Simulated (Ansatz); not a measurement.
Geometry optimisation, RKS PBE/6-31G* in Ansatz.

Input:

```yaml
crystal:
  periodic: [false, false, false]
  atoms:
    - { symbol: B, position_ang: [-0.043169, -0.212517, -0.164483] }
    - { symbol: H, position_ang: [-0.059976, -0.704127, 0.933268] }
    - { symbol: "N", position_ang: [1.221687, 0.015599, -0.762084] }
    - { symbol: H, position_ang: [2.092483, -0.150393, -0.269276] }
    - { symbol: H, position_ang: [1.353017, 0.38131, -1.703603] }
    - { symbol: "N", position_ang: [-1.277433, -0.112274, -0.864679] }
    - { symbol: H, position_ang: [-2.155725, -0.137939, -0.35313] }
    - { symbol: H, position_ang: [-1.362931, 0.378107, -1.752739] }
    - { symbol: F, position_ang: [-0.195063, 1.884051, 1.252019] }
    - { symbol: H, position_ang: [0.11021, 1.042083, 1.525105] }
basis:
  gaussian: { orbitals: "6-31G*" }
hamiltonian:
  xc: pbe
relax:
  f_tol: 0.03
  max_steps: 50
```

Run as:

```bash
$ ansatz run input.yaml --threads 1 --pin off --max-ram 2048MiB --backend cpu --events-out ev --progress --plain --runs-dir out
```

Problem. Where does it end, and by what steps?

Solution. The forces met the threshold. After 7 steps the energy has fallen by 0.121 eV; F9 moved furthest, 0.45 Å.

| step | energy less start (eV) | largest force component (eV/Å) | accepted |
| --- | --- | --- | --- |
| 0 | 0.0000 | 0.903 | yes |
| 1 | -0.0696 | 1.346 | yes |
| 2 | -0.0484 | 2.031 | no |
| 3 | -0.0844 | 1.108 | yes |
| 4 | -0.1019 | 0.954 | yes |
| 5 | -0.1175 | 0.202 | yes |
| 6 | -0.1192 | 0.146 | yes |
| 7 | -0.1210 | 0.021 | yes |

```xyz
10
Properties=species:S:1:pos:R:3
B -0.020 -0.203 -0.224
H -0.035 -0.537 0.949
N 1.245 -0.049 -0.841
H 2.111 -0.122 -0.317
H 1.382 0.252 -1.802
N -1.268 -0.072 -0.881
H -2.147 -0.142 -0.379
H -1.379 0.238 -1.843
F -0.120 1.976 1.682
H -0.086 1.043 1.496
```

Whether the end is a true minimum wasn't checked by a vibrational analysis.

Run time: 20 s on 1 thread of Intel(R) Xeon(R) Platinum 8175M CPU @ 2.50GHz (Skylake/Cascade Lake) (shared host), peak memory 0.14 GiB.
